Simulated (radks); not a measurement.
Au71+, 8 electrons, occupied as [He] 2s2 2p4 (the NIST ground configuration). All-electron calculation, scalar-relativistic Kohn-Sham, SCAN, spin-polarised, spherical densities, finite nucleus; open shells are filled with parallel spins first (spin-orbit coupling, left out, can overturn this in heavy ions); meta-GGA in the generalised Kohn-Sham scheme; Fermi nuclear charge, rms radius 5.4371 fm. Program: a radial shooting solver on a logarithmic mesh with Libxc functionals.

Normalised radial functions P(r) = r R(r), r in bohr:

```
   r/bohr * 1s down, o 2s down, + 2p up (the largest magnitude, 6.81, reaches the edge; | marks zero, & curves that meet)
0.0007903                             +  o   *
 0.001088                             +  o     *
 0.001499                             +   o      *
 0.002064                             +    o        *
 0.002842                             |+    o          *
 0.003914                             |+     o            *
  0.00539                             |+      o              *
 0.007423                             | +     o                 *
  0.01022                             |   +   o                  *
  0.01408                             |     &                   *
  0.01939                             |o       +            *
   0.0267                         o   |           +   *
  0.03677                  o          |         *   +
  0.05063              o              |   *          +
  0.06973              o              |*            +
  0.09603                  o          *        +
   0.1322                        o    *   +
   0.1836                            o*+
   0.2528                             &
   0.3482                             &
   0.4794                             &
```

1s down: eigenvalue -88259 eV, 0 radial nodes, <r> = 0.0168 bohr, 90 % of the charge inside 0.0308 bohr. 2s down: eigenvalue -20997 eV, 1 radial node at r = 0.0212 bohr, <r> = 0.0695 bohr, 90 % of the charge inside 0.108 bohr. 2p up: eigenvalue -19226.9 eV, 0 radial nodes, <r> = 0.0622 bohr, 90 % of the charge inside 0.101 bohr.
